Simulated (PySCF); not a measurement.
# How methods differ on the ionisation energy of Sm⁵³⁺

Sm⁵³⁺ [He] 2s2 2p5 (2P) → Sm⁵⁴⁺ [He] 2s2 2p4 (3P), as a difference of total energies. Calculation: PySCF 2.14, in an uncontracted even-tempered set (17 s from 29 bohr⁻², ratio 2.2; 10 p from 37 bohr⁻², ratio 2.2; 6 d from 150 bohr⁻², ratio 2.4; 5 f from 230 bohr⁻², ratio 2.4; 4 g from 340 bohr⁻², ratio 2.4); the non-relativistic Hamiltonian (point nucleus). Correlated levels: nothing frozen; virtual orbitals above 40 to 60 times the deepest correlated orbital energy dropped. The calculations carry no spin-orbit coupling.

| method | ionisation energy (eV) |
| --- | --- |
| UHF | 10686.1 |
| LDA | 10681.8 |
| PBE | 10685.2 |
| PBE0 | 10685.9 |
| r2SCAN | 10689.5 |
| BLYP | 10686.3 |
| BHandHLYP | 10687.1 |
| MP2 (all electrons) | 10687.8 |
| SCS-MP2 (all electrons) | 10687.7 |

Spin-orbit coupling is strong in these open shells (close to jj coupling). The scalar numbers leave it out and a first-order estimate fails, so it can dominate the gap to the real levels.

The gap to the reference is mostly relativistic.

For comparison: 10762 ± 5 eV (theoretical estimate listed by NIST; NIST Atomic Spectra Database, ionization energies).
